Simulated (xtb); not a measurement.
Zn(F)(SMe) (CH3FSZn), SMILES C[S][Zn][F]. All values are semi-empirical tight-binding results from xtb (GFN2-xTB unless named), good for trends rather than for accurate numbers. Geometry: GFN2-xTB. The structure was generated by enumeration; whether it is a known compound was not checked. The values are those of a single conformer.

For metal compounds this method's bond lengths and energies can be far off.

Computed properties:
```json
{
 "orbital_gap": "1.88 eV",
 "zero_point_energy": "24.2 kcal/mol",
 "G − E(el) at 298.15 K (modified RRHO)": "4.1 kcal/mol"
}
```
